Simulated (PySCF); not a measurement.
# C₆ coefficients of unlike pairs at UHF

Calculated with PySCF 2.14 from the dipole response of each species, C₆(A,B) = (3/π) ∫ α_A(iu) α_B(iu) du, in atomic units, from isotropic polarisabilities. For ions this is the dispersion term alone; charge-induced terms of lower order in 1/R come first.

```csv
species,configuration,basis,relativity,α (bohr³),C₆ (like pair)
Se³⁺,[Ar] 3d10 4s2 4p1 (2P),"x2c-TZVPPall with one added diffuse shell each of s, p, d type (7s6p5d1f)",spin-free X2C,6.956,24.12
Sb,[Kr] 4d10 5s2 5p3 (4S),dyall-av2z (22s16p12d),none,45.11,499.0
Cu,[Ar] 3d10 4s1 (2S),aug-cc-pVQZ-PP with ECP10MDF (7s7p6d4f3g2h),core potential,71.61,501.5
F²⁺,[He] 2s2 2p3 (4S),aug-cc-pVQZ (6s5p4d3f2g),none,1.273,1.561
```

(1) Estimate C₆ for Cu with Sb.

No spin-orbit coupling is included.

The other pairs:

```
     pair     C₆
 Cu, Se³⁺  88.25
  F²⁺, Sb  22.29
F²⁺, Se³⁺  5.739
 Sb, Se³⁺  103.6
  F²⁺, Cu  18.47
```

Results:

(1) The integral gives 464.0. The combination rule 2 C_A C_B / (C_A α_B/α_A + C_B α_A/α_B) gives 451.8 and the geometric mean 500.3.
